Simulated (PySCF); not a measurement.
Compound: diboron tetrafluoride, B₂F₄.
Bonds: F1–B2, B2–F3, B2–B4, B4–F5, B4–F6.

Computed by this run: PBE0-D3(BJ)/def2-SVP geometry optimisation, gas phase (PySCF); density fitting, grid level 1; the optimiser is geomeTRIC in internal coordinates, started from a GFN2-xTB structure with every atom displaced at random (about 0.01 Å).

Step 3: E = -12204.6058 eV
```
atom  x, y, z in Å  |  force x, y, z in eV/Å
F1     -0.6655   -1.4735    0.9469    0.003  -0.102   0.101
B2     -0.7295   -0.4131    0.1649    0.178  -0.325   0.093
F3     -1.9230   -0.1077   -0.2882   -0.081   0.237  -0.119
B4      0.7275    0.4279   -0.1965   -0.204   0.176  -0.144
F5      1.1443    1.4137    0.5720    0.109  -0.008  -0.001
F6      1.4680    0.1235   -1.2440   -0.006   0.023   0.071
```

Step 4: E = -12204.6139 eV
```
atom  x, y, z in Å  |  force x, y, z in eV/Å
F1     -0.6693   -1.4836    0.9563   -0.101  -0.137   0.067
B2     -0.7253   -0.4298    0.1690    0.240   0.007   0.012
F3     -1.9065   -0.0886   -0.2960   -0.078   0.030  -0.013
B4      0.7225    0.4288   -0.1970   -0.168   0.045  -0.061
F5      1.1392    1.4170    0.5681    0.080   0.022   0.002
F6      1.4610    0.1271   -1.2453    0.028   0.033  -0.007
```

Task: Estimate the geometry and energy of step 5. (The exact step hangs on the optimiser's Hessian estimate; all steps are aligned on step 4, rigid shifts and turns removed.)

Result: E = -12204.6157 eV, largest force 0.127 eV/Å
```
atom  x, y, z in Å  |  force x, y, z in eV/Å
F1     -0.6994   -1.5017    0.9616    0.060  -0.086   0.023
B2     -0.7152   -0.4454    0.1757   -0.019   0.113   0.055
F3     -1.8911   -0.0865   -0.2981   -0.007   0.019  -0.037
B4      0.7203    0.4363   -0.1943    0.028  -0.042   0.017
F5      1.1519    1.4305    0.5554   -0.057   0.012   0.044
F6      1.4552    0.1375   -1.2452   -0.004  -0.015  -0.103
```

The energy changes by -0.0018 eV. The first-order estimate −F·Δx gives -0.0092 eV and the mean of the old and new forces, exact on a quadratic surface, -0.0029 eV. The step makes an angle of 62° with the force vector and moves no atom by more than 0.036 Å.

What follows is the cost of the whole optimisation. On an Arm Neoverse V2 with one thread, no GPU (shared host), this took 15 s of wall time and 0.34 GiB of memory at its peak.
